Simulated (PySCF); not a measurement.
**Radial density of C⁺ (carbon, charge +1)**

UHF, [He] 2s2 2p1, 2P determinant. Calculation: PySCF 2.14, in def2-SVP; the non-relativistic Hamiltonian (point nucleus).

| r (bohr) | 4πr²ρ (e/bohr) | 4πr²(ρα − ρβ) |
| --- | --- | --- |
| 0.00455 | 0.02995 | 0.0001 |
| 0.00765 | 0.08354 | 0.0001 |
| 0.0129 | 0.2275 | 0.0004 |
| 0.0216 | 0.5864 | 0.0010 |
| 0.0364 | 1.379 | 0.0023 |
| 0.0612 | 2.919 | 0.0047 |
| 0.103 | 5.027 | 0.0089 |
| 0.173 | 6.302 | 0.0216 |
| 0.291 | 4.610 | 0.0816 |
| 0.490 | 1.796 | 0.2655 |
| 0.825 | 1.625 | 0.5885 |
| 1.39 | 1.926 | 0.5875 |
| 2.33 | 0.5915 | 0.1734 |
| 3.92 | 0.03342 | 0.0137 |
| 6.60 | 4.817e-05 | 0.0000 |
